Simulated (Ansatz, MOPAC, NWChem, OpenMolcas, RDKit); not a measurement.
**A ladder of methods for GeS (germanium sulfide)**

The species is GeS (2 atoms), meant as a singlet with charge 0. SMILES: `[S+]#[Ge-]`. Geometry: the measured bond length.

```xyz
2

S     0.0000    0.0000    0.0000
Ge    0.0000    0.0000    2.0121
```

Each level gives the HOMO–LUMO gap (eV). The values are calculated.

```tsv
level	kind	program	value (eV)	CPU time
extended Hückel	semi-empirical	RDKit	2.59	under 2 s
PM7	semi-empirical	MOPAC	6.86	under 2 s
HF/aug-cc-pVTZ	Hartree–Fock	OpenMolcas	10.52	17 s
SVWN5/aug-cc-pVTZ	LDA	OpenMolcas	3.69	22 s
PBE/aug-cc-pVTZ	GGA	OpenMolcas	3.72	27 s
M06-L/aug-cc-pVTZ	meta-GGA	NWChem	3.97	5.4 min
PBE0/aug-cc-pVTZ	global hybrid	OpenMolcas	5.54	29 s
r2SCAN0/aug-cc-pVTZ	hybrid meta-GGA	Ansatz	5.77	16 s
wB97X/aug-cc-pVTZ	range-separated hybrid	Ansatz	9.67	28 s
B2PLYP/aug-cc-pVTZ	double hybrid	Ansatz	7.41	12 s
```

All-electron rows without a relativistic Hamiltonian named are non-relativistic. The values span 2.59 to 10.52 eV. Orbital gaps aren't excitation energies, and those of double hybrids come from the SCF part alone; they tend to grow with the share of exact exchange. CPU times are rough (shared hosts, several kinds of processor): they show what a rung costs within a factor of a few.
